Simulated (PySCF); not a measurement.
Structure problem from calculated spectra and properties.

Formula: C10H8Cl2.

- UV, first state: lowest singlet excitation: 5.04 eV (246 nm, f = 0.119) [TDDFT CAM-B3LYP/def2-SVPD]
- UV, strongest line: among the 10 lowest singlet transitions: S7 at 6.60 eV (188 nm, f = 0.298) [TDDFT CAM-B3LYP/def2-SVPD]
- NMR, other nuclei: isotropic shieldings of nuclei other than C and H, by class: 653 (2 Cl) ppm [GIAO PBE0/pcSseg-1]
- Dipole: 2.72 D [CAM-B3LYP/def2-SVPD]
- 13C NMR: chemical shifts (computed TMS as zero) by class: 151.3 (1 C), 149.1 (1 C), 144.4 (1 C), 136.8 (1 C), 131.8 (1 C), 131.5 (1 C), 129.2 (1 C), 128.9 (1 C), 80.9 (1 C), 40.2 (1 C) ppm [GIAO PBE0/pcSseg-1]
- Polarisability: 140.5 au [CAM-B3LYP/def2-SVPD]
- Rotational structure: rotational constants A, B, C: 1.159, 0.515, 0.454 GHz [PBE0-D3(BJ)/def2-SVP]
- Triplet: lowest triplet excitation (Tamm–Dancoff): 3.30 eV [TDA CAM-B3LYP/def2-SVPD]

Gas-phase values; electronic properties from PySCF, density fitting. Levels stand in brackets. The structure is a single PBE0-D3(BJ)/def2-SVP conformer in the gas phase; no vibrational or solvent corrections. NMR classes are plain means over equivalent atoms (diastereotopic ones count apart unless rotation or inversion swaps them), as if these changed places fast.

Task: Give a SMILES that accounts for the data.

Result: Numbering: `[Cl:1][CH:2]([Cl:3])[C:4]1=[CH:5][CH2:6][c:7]2[cH:8][cH:9][cH:10][cH:11][c:12]21`. Its formula, C10H8Cl2, gives 6 degrees of unsaturation: 2 rings and 4 π bonds in the structure found (Kekulé form). 10 carbons fall into 10 classes; from least to most shielded: fully substituted alkene carbon [C4] (151.3 ppm), substituted aromatic carbon [C7] (149.1 ppm), substituted aromatic carbon [C12] (144.4 ppm), alkene CH carbon [C5] (136.8 ppm), aromatic CH carbon [C10] (131.8 ppm), aromatic CH carbon [C9] (131.5 ppm), aromatic CH carbon [C11] (129.2 ppm), aromatic CH carbon [C8] (128.9 ppm), CHCl2 carbon [C2] (80.9 ppm), benzylic-type carbon [C6] (40.2 ppm). The other shieldings belong to: 653 ppm, alkyl chlorine [Cl1/Cl3]. The optimised geometry has point group Cs and is an asymmetric top. Structure: `ClC(Cl)C1c2c(CC=1)cccc2`. The assignments are read from this structure; whether some other isomer fits the data as well wasn't checked. NMR values of atoms bound to several Cl lack the spin–orbit term that these neighbours bring.

The values belong to the conformer `[Cl:1][CH:2]([Cl:3])[C:4]1=[CH:5][CH2:6][c:7]2[cH:8][cH:9][cH:10][cH:11][c:12]21`: Cl1–C2–C4–C5 118°.
